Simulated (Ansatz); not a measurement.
Geometry optimisation, Ansatz 0.2.0, RKS B3LYP-D4/def2-SVP.

Input file:

```yaml
crystal:
  periodic: [false, false, false]
  atoms:
    - { symbol: In, position_ang: [1.261979, -0.85639, 0.975912] }
    - { symbol: H, position_ang: [-1.300631, -2.000791, -0.202848] }
    - { symbol: "N", position_ang: [-0.078206, 0.199508, -0.030358] }
    - { symbol: C, position_ang: [0.022509, 1.489452, -0.629194] }
    - { symbol: H, position_ang: [-1.612647, -1.532895, 0.26825] }
    - { symbol: Cl, position_ang: [1.789639, -2.867072, 2.117123] }
    - { symbol: H, position_ang: [0.138316, 2.351231, 0.058823] }
    - { symbol: H, position_ang: [-0.976128, 1.624398, -1.102317] }
    - { symbol: H, position_ang: [0.755169, 1.592559, -1.455491] }
basis:
  gaussian: { orbitals: def2-SVP }
hamiltonian:
  xc: b3lyp
  dispersion: d4
relax:
  f_tol: 0.03
  max_steps: 50
```

Command:

```bash
$ ansatz run input.yaml --threads 2 --pin off --max-ram 3072MiB --backend cpu --events-out ev --progress --plain --runs-dir out
```

Question: Where does it end, and by what steps?

Answer: The forces met the threshold. The force dipped under the threshold on the way, but the program's further checks kept it going. After 18 steps the energy has fallen by 0.201 eV; H2 moved furthest, 0.84 Å.

```
step  energy less start (eV)  largest force component (eV/Å)  accepted
   0                  0.0000                           0.905       yes
   1                 -0.0879                           0.148       yes
   2                 -0.1186                           0.668       yes
   3                 -0.1482                           0.728       yes
   4                 -0.1637                           0.633       yes
   5                 -0.1770                           0.408       yes
   6                 -0.1586                           1.169        no
   7                 -0.1876                           0.073       yes
   8                 -0.1828                           0.134        no
   9                 -0.1900                           0.023       yes
  10                 -0.1905                           0.016       yes
  11                 -0.1914                           0.078       yes
  12                 -0.1926                           0.233       yes
  13                 -0.1942                           0.255       yes
  14                 -0.1964                           0.338       yes
  15                 -0.1948                           0.324        no
  16                 -0.1993                           0.145       yes
  17                 -0.2002                           0.039       yes
  18                 -0.2005                           0.013       yes
```

```xyz
9
Properties=species:S:1:pos:R:3
In 1.065 -0.823 0.852
H -1.364 -2.576 0.404
N -0.154 0.328 -0.188
C 0.089 1.661 -0.653
H -1.476 -1.901 0.065
Cl 1.561 -2.846 1.976
H 0.234 2.436 0.127
H -0.851 1.940 -1.176
H 0.894 1.779 -1.407
```

Whether the end is a true minimum wasn't checked by a vibrational analysis.

Time of the run: 110 s on 2 threads of AMD EPYC 7R43 64-Core Processor (Zen 3), on a shared host, peak memory 0.23 GiB.
